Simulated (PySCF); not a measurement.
Input of a run (PBE0-D3(BJ)/def2-SVP geometry optimisation, gas phase, def2 core potentials past Kr (PySCF 2.14.0)), started from GFN2-xTB:
```
{"job": {"xc": "PBE0", "basis": "def2-SVP", "d3": "d3bj", "grid": 1, "maxiter": 40, "kind": "geom"}, "charge": 0, "multiplicity": 1}
Sb     0.829650     1.632370     0.241350
H      2.207390     1.592190    -0.754500
H      0.161930     2.774280    -0.819240
S     -0.213030    -0.174020    -0.979350
C     -0.673620    -1.285430     0.390850
H      0.213070    -1.610540     0.925870
H     -1.157600    -2.141660    -0.065370
H     -1.367800    -0.787170     1.060400
```

Output (energies in Eh, forces in Eh/bohr):
```
step   0  E = -679.21416798  max force = 0.011032
step   1  E = -679.21565412  max force = 0.003870
step   2  E = -679.21579557  max force = 0.001019
step   3  E = -679.21580440  max force = 0.000377
optimisation converged
```

Summarise the run.

The energy falls by 4.3 kJ/mol over 4 energy and gradient evaluations, the largest force component goes from 0.0110 to 3.8e-04 Eh/bohr, and the atoms move by 0.047 Å rms after alignment. The bond that changes most is Sb1–S4 (ends: antimony bonded to S and 2 H; sulfur bonded to C and Sb), which lengthens by 0.028 Å. Bonds longer at the end by more than 0.005 Å: 6 of 7; shorter: 0. Among the angles that change most is H2–Sb1–S4, from 92.1° to 95.2°. The energy never rose by more than 1e-6 Eh on the way. The first step brought 91 % of the lowering.

What are the final bond lengths?

Sb1–H2 1.719 Å, Sb1–H3 1.717 Å, Sb1–S4 2.445 Å, S4–C5 1.820 Å, C5–H6 1.099 Å, C5–H7 1.100 Å, C5–H8 1.099 Å. Numbering counts from 1 in the input's order; the species is SbH2(SMe) (`C[S][SbH2]`).

The run used 83 basis functions and 26 SCF cycles in all. Hardware: an x86-64 server with one thread, no GPU, on a shared host. Cost: 21 s of wall time.

Whether it is a minimum is left open (no frequencies). One conformer, not necessarily the lowest.
